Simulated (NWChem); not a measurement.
System meant: TiN₂H₄O; SMILES [NH]=[Ti]([NH2])[OH]

Input file for NWChem:

```
start job
memory heap 200 mb stack 900 mb global 1100 mb
geometry units angstroms noautoz
  Ti    -0.041156    -0.032295     0.296324
  N     -1.686993     0.071700    -0.034791
  H     -2.675395     0.058817    -0.315396
  O      0.824070    -1.607799    -0.044907
  H      0.531482    -2.464813    -0.395672
  N      0.838259     1.629010    -0.043844
  H      1.852811     1.722412    -0.184047
  H      0.393946     2.507789    -0.329348
end
basis spherical
  * library def2-svp
end
dft
  odft
  mult 2
  xc xpbe96 cpbe96
  iterations 150
  mulliken
end
task dft energy
```

End of the output:

```
 Summary of "ao basis" -> "" (spherical)
 ------------------------------------------------------------------------------
       Tag                 Description            Shells   Functions and Types
 ---------------- ------------------------------  ------  ---------------------
 *                          def2-svp                  on all atoms

  pbe96 is a nonlocal functional; adding pw91lda local functional.

                                 NWChem DFT Module
                                 -----------------

 Summary of "ao basis" -> "ao basis" (spherical)
 ------------------------------------------------------------------------------
       Tag                 Description            Shells   Functions and Types
 ---------------- ------------------------------  ------  ---------------------
 Ti                         def2-svp                11       31   5s3p2d1f
 N                          def2-svp                 6       14   3s2p1d
 H                          def2-svp                 3        5   2s1p
 O                          def2-svp                 6       14   3s2p1d

 Summary of "ao basis" -> "ao basis" (spherical)
 ------------------------------------------------------------------------------
       Tag                 Description            Shells   Functions and Types
 ---------------- ------------------------------  ------  ---------------------
 Ti                         def2-svp                11       31   5s3p2d1f
 N                          def2-svp                 6       14   3s2p1d
 H                          def2-svp                 3        5   2s1p
 O                          def2-svp                 6       14   3s2p1d

  number of electrons :                   48
  multiplicity        :                    2
 ------------------------------------------------------------------------
  no. of electrons and multiplicity not compatible                  48
 ------------------------------------------------------------------------
 ------------------------------------------------------------------------
  current input line :
    23: task dft energy
 ------------------------------------------------------------------------
 ------------------------------------------------------------------------
 There is an error in the input file
 ------------------------------------------------------------------------
 For more information see the NWChem manual at https://nwchemgit.github.io

0: no. of electrons and multiplicity not compatible:Received an Error in Communication
```

**Question.** Can this run be used? If not, why, and what is the fix?

**Answer.** The program refused the input. Cause: the multiplicity doesn't fit the number of electrons (an even count wants an odd multiplicity, and the reverse). This input runs:
```
start job
memory heap 200 mb stack 900 mb global 1100 mb
geometry units angstroms noautoz
  Ti    -0.041156    -0.032295     0.296324
  N     -1.686993     0.071700    -0.034791
  H     -2.675395     0.058817    -0.315396
  O      0.824070    -1.607799    -0.044907
  H      0.531482    -2.464813    -0.395672
  N      0.838259     1.629010    -0.043844
  H      1.852811     1.722412    -0.184047
  H      0.393946     2.507789    -0.329348
end
basis spherical
  * library def2-svp
end
dft
  xc xpbe96 cpbe96
  iterations 150
  mulliken
end
task dft energy
```
It converges to -1036.01059 Ha (PBE/def2-SVP).
